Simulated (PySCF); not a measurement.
**B+: excitation energy**

B+ [He] 2s2 (1S) → B+ [He] 2s1 2p1 (3P), as a difference of total energies. Calculation: PySCF 2.14, in aug-cc-pVTZ with one added diffuse shell each of s, p, d, f type (6s5p4d3f, 62 functions); no relativity, point nucleus. Correlated levels: valence: 1s2 frozen. The calculations carry no spin-orbit coupling.

```json
{"method": "UHF", "excitation energy (eV)": "3.149", "error (eV)": "-1.482"}
{"method": "MP2 (valence)", "excitation energy (eV)": "4.046", "error (eV)": "-0.585"}
{"method": "SCS-MP2 (valence)", "excitation energy (eV)": "4.298", "error (eV)": "-0.333"}
{"method": "CCSD (valence)", "excitation energy (eV)": "4.645", "error (eV)": "+0.014"}
```

Reference: 4.631 eV (measured; NIST levels, between the centres of gravity of the two terms).

Errors of the correlated levels include the incompleteness of this basis and the frozen core.

With two correlated electrons CCSD is exact in that space.
